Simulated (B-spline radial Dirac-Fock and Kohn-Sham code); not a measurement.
**Two-hole binding energies of Cl⁴⁺**

System: the Cl⁴⁺ ion in the configuration [Ne] 3s2 3p1, inside a Watson sphere of charge -4 and radius 1.6 Å (a model of the Madelung potential; inside it an electron's potential energy is raised by 36.0 eV).

The run's input, task.json:

```json
{"items": [{
  "Z": 17,
  "q": 4,
  "cfg": [[1, 0, 2], [2, 0, 2], [2, 1, 6], [3, 0, 2], [3, 1, 1]],
  "A": 35,
  "rrms": 3.3654,
  "watson": [-4, 1.6],
  "do": ["binding", "quiet", "double"]
}]}
```

Run with: `python xray_run.py task.json out`

These are calculated numbers from a B-spline atomic structure program; the model is multi-electron Dirac-Fock with separately optimised hole states, Breit and Lamb-shift corrections added in first order. U is the two-hole binding energy less the two single-hole energies, the effective repulsion of the holes after relaxation. Each two-hole energy is an average over J within one jj subconfiguration.

```
          holes  E(a) (eV)  E(b) (eV)  E(ab) (eV)  U (eV)
           1s⁻²     2868.2     2868.2      5976.2   239.8
   1s⁻¹ 2p1/2⁻¹     2868.2      242.6      3177.5    66.8
   1s⁻¹ 2p3/2⁻¹     2868.2      241.0      3175.4    66.3
           2s⁻²      313.5      313.5       675.0    48.1
   2s⁻¹ 2p1/2⁻¹      313.5      242.6           ?       ?
   2s⁻¹ 2p3/2⁻¹      313.5      241.0       598.2    43.8
        2p1/2⁻²      242.6      242.6       538.2    53.0
2p1/2⁻¹ 2p3/2⁻¹      242.6      241.0       533.2    49.7
        2p3/2⁻²      241.0      241.0       532.5    50.6
   2p1/2⁻¹ 3s⁻¹      242.6      43.63       308.3    22.1
   2p3/2⁻¹ 3s⁻¹      241.0      43.63       306.7    22.1
```

**Question.** Give the missing two-hole energy and U.

**Answer.** E(ab) = 599.9 eV and U = 43.9 eV.
